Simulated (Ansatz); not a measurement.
`BBCl` + `NB(O)Cl` → `BOB(N)Cl` + `BCl`  (cleavage of the B–B bond)

Calculated with Ansatz (gas phase, PBE0-D4/def2-TZVP geometries, no zero-point term in ΔE). CCSD(T)/CBS is the MP2 limit (def2-TZVPP, def2-QZVPP) plus CCSD(T) − MP2 in def2-TZVPP, frozen cores. This one scheme is used for every species. DFT in def2-TZVPP. HSE06 is defined as in plane-wave codes. One conformer a species, not always the lowest.

Problem. Is it downhill or uphill in electronic energy at CCSD(T)/CBS, and by how much? (An estimate is asked.)

Solution. Computed: Downhill: ΔE = -131.6 kJ/mol.

Problem. What do these levels give: ωB97X-V, r2SCANh, HSE06, RPA@PBE/def2-TZVPP, HF/def2-TZVPP, CCSD(T)/def2-TZVPP? (An estimate is asked.)

Solution. Ansatz gave: ωB97X-V -128.0, r2SCANh -125.8, HSE06 -121.0, RPA@PBE/def2-TZVPP -137.3, HF/def2-TZVPP -139.7, CCSD(T)/def2-TZVPP -133.7 kJ/mol.

Largest T1 diagnostic among the species: 0.012.

Leaving LDA and LC-ωPBE aside and taking each functional with its dispersion term where it has one, the values, not all of them listed here, spread over 18.5 kJ/mol, from BHLYP-D4 to revPBE-D4. LDA lies −6.5 kJ/mol from PBE without D4. From BLYP to BHLYP (50 % exact exchange), in def2-TZVPP and without D4, ΔE moves by −7.2 kJ/mol. At CCSD(T), def2-SVP lies −19.0 kJ/mol from the extrapolated value and def2-TZVPP −2.2 kJ/mol.
